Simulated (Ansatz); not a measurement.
Calculated with Ansatz (gas phase, PBE0-D4/def2-TZVP geometries, no zero-point term in ΔE). CBS: MP2 limit from def2 TZ/QZ plus the TZ coupled-cluster correction, frozen cores. This one scheme is used for every species. DFT in def2-TZVPP. B3LYP here is the variant with VWN-RPA as its local correlation; programs differ in this. Elements past krypton have def2 core potentials. For Sb outer-core shells are correlated without core-valence functions, which leaves a few kJ/mol of doubt a bond. One conformer a species, not always the lowest.

Consider the redistribution: `C[CH2][SbH][SiH3]` + `OB(F)F` → `FB(F)[SiH3]` + `C[CH2][SbH][OH]`.

```
             level  ΔE (kJ/mol)  difference from CCSD(T)/CBS
            PBE-D4        173.4                         -5.7
           PBE0-D4        186.9                          7.8
          B3LYP-D4        177.8                         -1.3
           ωB97X-V        171.6                         -7.5
            B2PLYP        177.7                         -1.4
               PBE        170.3                         -8.8
            r2SCAN        180.6                          1.5
              PBE0        184.0                          4.9
     HF/def2-TZVPP        191.5                         12.4
    MP2/def2-TZVPP        190.9                         11.8
SCS-MP2/def2-TZVPP        182.0                          2.9
CCSD(T)/def2-TZVPP        183.2                          4.1
    MP2/def2-QZVPP        187.4                          8.3
SCS-MP2/def2-QZVPP        179.0                         -0.1
      HF/CBS(def2)        187.6                          8.5
     MP2/CBS(def2)        186.9                          7.8
       CCSD(T)/CBS        179.1                            0
```

Largest T1 diagnostic among the species: 0.014.

From PBE to PBE0 (25 % exact exchange), in def2-TZVPP and without D4, ΔE moves by +13.7 kJ/mol. The D4 term adds +4.9 kJ/mol with B3LYP and +2.8 kJ/mol with PBE0; it sums over pairs of atoms, weighted by their polarisabilities, and B3LYP, whose exchange is more repulsive, gets the larger term.
